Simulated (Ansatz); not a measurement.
Basis-set extrapolation for C$_{3}$H$_{7}$AlO$_{2}$ (PBE0-D4/def2-TZVP geometry, frozen core, the Gaussian-basis code of Ansatz). Multiplicity 1, RHF reference.

|  | def2-TZVPP | def2-QZVPP |
| --- | --- | --- |
| HF | -509.448304 | -509.468195 |
| MP2 correlation | -1.060344 | -1.136837 |
| CCSD(T) correlation | -1.140917 | not run |

Energies in hartree. Use E(X) = E(∞) + A·exp(−7.88·√X) for Hartree–Fock and E(X) = E(∞) + B·X^(−2.97) for correlation, with X = 3 and 4, and add CCSD(T) minus MP2 of the smaller set to the MP2 limit.

What is the CCSD(T) energy at the basis-set limit?

HF limit: -509.468195 + (-0.019891) × 0.13774 = -509.47093. MP2 limit: -1.136837 + (-0.076493) × 0.74074 = -1.19350. Higher-order term: -1.140917 − (-1.060344) = -0.08057. Total: -510.74500 hartree, 409.0 kJ/mol below CCSD(T)/def2-TZVPP.
